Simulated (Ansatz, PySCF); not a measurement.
System: bromo-bis(ethenyl)borane, C$_{4}$H$_{6}$BBr, charge 0, multiplicity 1. SMILES: C=CB(Br)C=C
Geometry: optimised at B3LYP-D3(BJ)/def2-TZVP (Ansatz, a quantum-chemistry and plane-wave program).

Quantity: atomisation energy, in kcal/mol. Terms: frozen cores in correlated levels (noble-gas shells and the d and f shells of earlier blocks); UHF or UKS for open shells; atomisation electronic, to ground-state atoms; LANL2DZ with its own core potentials from Na on; dispersion terms only where a functional's name holds one; spin-orbit terms left out; six Cartesian d functions in 6-31G* and its kin unless marked 5d; non-relativistic. First-principles rows: single points at B3LYP-D3(BJ) geometries (Ansatz). The Hartree-Fock reference of C=CB(Br)C=C is unstable towards a lower, spin-broken solution.

```json
[
 {"level": "HF/STO-3G", "program": "Ansatz", "atomisation energy (kcal/mol)": "1094.7"},
 {"level": "B3LYP/3-21G", "program": "Ansatz", "atomisation energy (kcal/mol)": "1175.5"},
 {"level": "B3LYP/LANL2DZ", "program": "Ansatz", "atomisation energy (kcal/mol)": "1147.3"},
 {"level": "B3LYP/6-31G*", "program": "Ansatz", "atomisation energy (kcal/mol)": "1188.5"},
 {"level": "B3LYP/6-31G**", "program": "Ansatz", "atomisation energy (kcal/mol)": "1194.6"},
 {"level": "B3LYP/6-31G* with LANL2DZ past Ar", "program": "Ansatz", "atomisation energy (kcal/mol)": "1181.8"},
 {"level": "M06-2X/6-31G* with LANL2DZ past Ar (5d)", "program": "PySCF", "atomisation energy (kcal/mol)": "1195.6"},
 {"level": "MP2/6-31G* with LANL2DZ past Ar", "program": "Ansatz", "atomisation energy (kcal/mol)": "1114.3"},
 {"level": "r2SCAN-D4/def2-TZVPD", "program": "Ansatz + dftd4", "atomisation energy (kcal/mol)": "1203.9"},
 {"level": "B3LYP/def2-TZVPD", "program": "Ansatz", "atomisation energy (kcal/mol)": "1186.8"},
 {"level": "PBE0/def2-TZVPD", "program": "Ansatz", "atomisation energy (kcal/mol)": "1204.1"}
]
```

No value to compare with is used here. The 8 habitual levels span 1094.7 (HF/STO-3G) to 1195.6 kcal/mol (M06-2X/6-31G* with LANL2DZ past Ar (5d)); B3LYP/def2-TZVPD gives 1186.8.

The levels are drawn from those run, B3LYP/6-31G* more often than the rest, none by its result; left out are runs that failed, that the program found above a lower state of the same kind, or whose <S^2> lies over 0.5 above the pure value.
